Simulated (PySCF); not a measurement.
BH₄N, charge +1, multiplicity 2. Atoms are numbered in the order given.

```xyz
6

B      0.0000     0.0000    -0.8154
N      0.0000     0.0000     0.6354
H      0.0000    -1.0573    -1.3818
H      0.0000     1.0573    -1.3818
H     -0.8577     0.0000     1.1965
H      0.8577     0.0000     1.1965
```
Charge +1, spin multiplicity 2.

Geometry optimised at ωB97X-D3(BJ)/def2-TZVP. The multiplicity is an assumed one; other spin states were not compared.

Method: PySCF with PBE0/def2-TZVPD.

Mulliken values depend strongly on the basis, most of all with diffuse functions as here. Atomic charges (e):

```tsv
atom	Mulliken	meta-Löwdin	Mulliken spin
B1	-0.06	0.21	-0.04
N2	-0.01	-0.14	0.88
H3	0.22	0.13	0.11
H4	0.22	0.13	0.11
H5	0.32	0.34	-0.03
H6	0.32	0.34	-0.03
```
